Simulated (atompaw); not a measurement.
## How hard is this Fe PAW (atompaw) potential?

iron, PAW, made with atompaw 4.2.0.5 (PBE, scalar-relativistic). Core [Ar], reference 3d6 4s1 4p0 (charge +1). Waves: 4s (bound): rc 2.10 bohr; 4s channel at 0.15 Ry: rc 2.75 bohr; 4p (bound, empty): rc 2.75 bohr; 4p channel at 0.2 Ry: rc 2.75 bohr; 3d (bound): rc 1.45 bohr; 3d channel at 0.15 Ry: rc 1.45 bohr. Local part: bessel scheme, radius 1.85 bohr. Core correction: smooth core density matched at 2.35 bohr. Augmentation charge: sinc compensation charge, radius 2.30 bohr; PAW radius 2.75 bohr; waves and projectors: custom rrkj vanderbiltortho.

The pseudo-atom Hamiltonian at the reference potential is diagonalised in spherical Bessel functions j_l(qr) that vanish at 20 bohr, with q² up to the cutoff. All-electron valence levels (Ry): 4s -0.9062, 4p -0.5394, 3d -1.1728.

**Question.** How do the lowest levels (Ry) of each channel move with the cutoff, and are there ghosts?

**Answer.**

| cutoff (Ry) | s #1 | p #1 | d #1 | d #2 | f #1 | f #2 | Σ f·Δε (mRy) |
| --- | --- | --- | --- | --- | --- | --- | --- |
| 8 | -0.9055 | -0.5393 | -0.2720 | -0.0924 | -0.0547 | 0.0414 | 5404.9 |
| 15 | -0.9061 | -0.5394 | -0.4654 | -0.1337 | -0.0547 | 0.0414 | 4244.3 |
| 21 | -0.9062 | -0.5394 | -0.8203 | -0.1638 | -0.0547 | 0.0414 | 2114.9 |
| 35 | -0.9062 | -0.5394 | -1.1355 | -0.1788 | -0.0547 | 0.0414 | 223.3 |
| 45 | -0.9062 | -0.5394 | -1.1693 | -0.1807 | -0.0547 | 0.0414 | 20.8 |
| 60 | -0.9062 | -0.5394 | -1.1719 | -0.1811 | -0.0547 | 0.0414 | 4.8 |
| 80 | -0.9062 | -0.5394 | -1.1725 | -0.1811 | -0.0547 | 0.0414 | 1.1 |
| 110 | -0.9062 | -0.5394 | -1.1727 | -0.1811 | -0.0547 | 0.0414 | 0.4 |
| 400 | -0.9062 | -0.5394 | -1.1727 | -0.1811 | -0.0547 | 0.0414 | 0.0 |

Result: no extra level below or beside the all-electron valence levels (s, p, d, f tested); 10 mRy is reached at 50 Ry and 1 mRy at 90 Ry.
